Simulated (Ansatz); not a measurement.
Cs2H3⁻. The state is a triplet with charge -1. Geometry PBE0-D4/def2-TZVPD; atoms count from 1.

| atom | x (Å) | y (Å) | z (Å) |
| --- | --- | --- | --- |
| Cs1 | 0.922 | -2.548 | 0.883 |
| Cs2 | -2.354 | 1.503 | -0.722 |
| H3 | 0.843 | 0.628 | -0.100 |
| H4 | 1.465 | 1.064 | -0.163 |
| H5 | -0.877 | -0.646 | 0.101 |

In the def2 sets Cs takes a core potential; there is no spin–orbit coupling. The highest occupied level of the charge -1 triplet lies above zero (up to 0.07 eV). It is a level of α spin, whose loss leaves a doublet; that state wasn't run at this geometry and level. The electron is either unbound and held by the finite basis, or the level is raised by self-interaction error. In the triplet, H3 and H4 lie 0.76 Å apart (atoms count from 1), so H2 has formed as a molecule. The structure comes from a short search, and lower isomers may exist.

**Question.** Estimate the Mulliken populations from the PBE0/def2-TZVPD orbitals of Ansatz.

**Answer.** 
| atom | charge (e) | spin (α − β) |
| --- | --- | --- |
| Cs1 | -0.17 | 0.98 |
| Cs2 | -0.17 | 0.98 |
| H3 | -0.25 | -0.01 |
| H4 | 0.23 | 0.02 |
| H5 | -0.64 | 0.03 |
Mulliken values and Mayer orders depend strongly on the basis. With diffuse functions, as here, like atoms can get unlike values, and bond orders can come out too low or too high.

**Question.** Where does the spin sit?

**Answer.** Summed by element: Cs 1.96, H 0.04, of 2 unpaired in all. Largest on single atoms: Cs1 0.98, Cs2 0.98, H5 0.03.
